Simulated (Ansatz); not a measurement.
The same path of FH4SbSi (7 atoms, charge 0, multiplicity 1) was run twice with different band settings. The coordinate that changes most is the dihedral F1–Sb2–Si3–H5.

Computed with Ansatz 0.2.0, RKS PBE0-D4/def2-SVP.

Relaxed end points:

```xyz
7
Properties=species:S:1:pos:R:3
F -0.557 -2.107 1.137
Sb -1.493 -0.856 -0.036
Si 0.463 0.845 0.071
H -0.836 -1.493 -1.498
H 1.764 0.151 -0.152
H 0.464 1.500 1.412
H 0.256 1.891 -0.980
```

```xyz
7
Properties=species:S:1:pos:R:3
F -1.924 -0.894 1.217
Sb -1.233 -1.047 -0.604
Si 0.566 0.769 -0.162
H -0.072 -2.267 -0.230
H 1.552 0.766 -1.289
H 1.268 0.498 1.126
H -0.095 2.107 -0.103
```

Common settings: movable images 5; climbing image yes; optimiser quadratic models (default); start path IDPP; force threshold 0.05 eV/Å; end points relaxed.

| run | spring | iteration limit |
| --- | --- | --- |
| 1 | 5.0 eV/Å² | 49 |
| 2 | 50.0 eV/Å² | 60 |

Q: What does each run give, and how far can it be trusted?

A: Run 1: converged after 6 iterations, highest image 0.049 eV above the first end. A vibrational analysis at the climbing image gives one clearly imaginary mode, 107i cm⁻¹: a first-order saddle point.
Run 2: converged after 7 iterations, highest image 0.049 eV above the first end. Another band between the same ends (5 images) ends at a top of the same energy, where a vibrational analysis finds 1 clearly imaginary mode.
